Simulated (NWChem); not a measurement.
C2H6FNSi; SMILES N(/C)=C/[SiH2]F

```xyz
11

C      0.5914     2.2783     0.0888
N     -0.7326     1.6893     0.1583
C     -0.8570     0.4224     0.0821
Si     0.4631    -0.9354    -0.1200
F     -0.3779    -2.3178    -0.1447
H      0.7662     2.8621     1.0002
H      1.4214     1.5594    -0.0291
H      0.6210     2.9818    -0.7516
H     -1.8878     0.0445     0.1418
H      1.4141    -0.9786     1.0212
H      1.2137    -0.8135    -1.3970
```
Atoms are numbered in this order, from 1.

All runs: NWChem. Pople sets run with spherical d functions. STO-3G and 3-21G are far too small for this property and stand as cheap habits. Geometry: optimised at B3LYP/6-31G* (spherical d). GIAO values for the isolated, static molecule; σ is the absolute isotropic shielding, δ = σ(reference) − σ with the isolated reference molecule computed at the same levels (13C: tetramethylsilane, 19F: trichlorofluoromethane, 1H: tetramethylsilane, 15N: ammonia, 29Si: tetramethylsilane).

```json
[
 {"level": "BHandHLYP/pcSseg-1", "δ C1 (ppm)": "52.4", "δ N2 (ppm)": "498.4", "δ Si4 (ppm)": "-25.2", "δ F5 (ppm)": "-225.2", "δ H6 (rotor mean) (ppm)": "3.51", "δ H9 (ppm)": "8.37", "δ H10 (ppm)": "5.26"},
 {"level": "Hartree-Fock/STO-3G", "δ C1 (ppm)": "(withheld)", "δ N2 (ppm)": "(withheld)", "δ Si4 (ppm)": "(withheld)", "δ F5 (ppm)": "(withheld)", "δ H6 (rotor mean) (ppm)": "(withheld)", "δ H9 (ppm)": "(withheld)", "δ H10 (ppm)": "(withheld)"},
 {"level": "Hartree-Fock/6-31G*", "δ C1 (ppm)": "46.8", "δ N2 (ppm)": "445.2", "δ Si4 (ppm)": "-13.9", "δ F5 (ppm)": "-163.9", "δ H6 (rotor mean) (ppm)": "3.50", "δ H9 (ppm)": "8.65", "δ H10 (ppm)": "5.42"}
]
```

**Question.** What belongs in the gaps?

**Answer.** 
- Hartree-Fock/STO-3G, δ C1 (ppm): 46.1
- Hartree-Fock/STO-3G, δ N2 (ppm): 351.1
- Hartree-Fock/STO-3G, δ Si4 (ppm): -38.2
- Hartree-Fock/STO-3G, δ F5 (ppm): -222.3
- Hartree-Fock/STO-3G, δ H6 (rotor mean) (ppm): 3.00
- Hartree-Fock/STO-3G, δ H9 (ppm): 9.53
- Hartree-Fock/STO-3G, δ H10 (ppm): 2.56
